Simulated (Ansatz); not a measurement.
`B[NH][AlH2]` + `C1N[SiH2]1` → `[AlH2][N]1C[SiH2]1` + `BN` at 400 K and 1 bar (ligand exchange at the Al–N bond).

Gas-phase electronic energies from Ansatz, PBE0-D4/def2-TZVP geometries. CBS: MP2 limit from def2 TZ/QZ plus the TZ coupled-cluster correction, frozen cores. This one scheme is used for every species.

```tsv
species	CCSD(T)/CBS energy (Eh)	H − E (kJ/mol)	S (J/(mol·K))
`B[NH][AlH2]`	-324.56557	160.0	314.9
`C1N[SiH2]1`	-384.79623	175.1	290.7
`[AlH2][N]1C[SiH2]1`	-627.44019	194.8	358.7
`BN`	-81.93499	142.5	243.5
```

H − E and S are ideal-gas, rigid-rotor, harmonic terms from PBE0-D4/def2-TZVP, for one conformer and one mirror image of each species. 1 Eh = 2625.50 kJ/mol, R = 8.31446 J/(mol·K).

Q: By hand: ΔE, ΔH, ΔS and ΔG.

A: ΔE = (-627.44019) + (-81.93499) − (-324.56557) − (-384.79623) = -0.01338 Eh = -35.1 kJ/mol. Δ(H − E) = 194.8 + 142.5 − 160.0 − 175.1 = 2.2, so ΔH = -32.9 kJ/mol. ΔS = 358.7 + 243.5 − 314.9 − 290.7 = -3.4 J/(mol·K). ΔG = -32.9 − 400 × (-3.4)/1000 = -31.5 kJ/mol.

Q: By hand: the equilibrium constant, and the temperature at which ΔG would vanish if ΔH and ΔS stayed fixed.

A: log₁₀ K = −ΔG/(RT ln 10) = 4.1. ΔG = 0 at ΔH/ΔS = 9676 K, far beyond where these terms or the molecules hold.

The number of gas molecules stays the same, so ΔS is small and ΔH decides. A doubt of 5 kJ/mol in ΔE shifts log₁₀ K by 0.7 here. Other conformers and mirror images would add mixing entropy, several J/(mol·K) or more a flexible species. These are equilibria of isolated gas molecules and say nothing of rates. Largest T1 diagnostic: 0.013 (customary marks: 0.02 for closed shells, 0.045 for open ones).
